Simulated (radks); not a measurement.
Values are calculated unless marked as measured or tabulated.
How relativity changes the ionisation of the terbium ion Tb+ ([Xe] 4f9 6s1) to Tb2+ ([Xe] 4f9). Spin-unpolarised spherical Kohn-Sham, PBE, point nucleus unless stated (finite: rms radius 5.06 fm), a radial shooting solver on a logarithmic mesh with Libxc functionals. A level marked "c x" has the speed of light scaled by that factor and shares open shells by 2j + 1; other Dirac levels either fill j = l - 1/2 first or share by 2j + 1.

level	E(Tb+) (hartree)	E(Tb2+) (hartree)	IE (eV)	HOMO	<r> HOMO (bohr)
non-rel.	-11229.3880	-11228.9920	10.774	6s	4.004
scalar-rel.	-11708.7145	-11708.2910	11.523	6s	3.763
scalar-rel., finite nucleus	-11707.7917	-11707.3683	11.522	6s	3.763
Dirac, 2j+1 shares	-11718.6443	-11718.2208	11.524	6s1/2	3.764
Dirac, low j first	-11718.7060	-11718.2828	11.518	6s1/2	3.766
Dirac, 2j+1 shares, finite nucleus	-11717.7157	-11717.2923	11.522	6s1/2	3.765
Dirac, c x 0.75	-12198.9053	-12198.4493	12.407	4f7/2	0.9802
Dirac, c x 1.25	-11529.0087	-11528.5965	11.217	6s1/2	3.857
Dirac, c x 1.5	-11432.8013	-11432.3946	11.069	6s1/2	3.904

NIST Atomic Spectra Database: 11.51 eV (semi-empirical). The relativistic part of the total energy of Tb+ is -488.3 hartree (Dirac, 2j+1 shares, finite nucleus), 4.3 % of the non-relativistic value. Spin polarisation and multiplet splitting of open shells are left out at every level.

Beside tabulated values, note that relativity, absent from the non-relativistic runs, is large for the heavy elements, and spin-unpolarised runs miss the spin-polarisation part of the exchange energy of open shells.
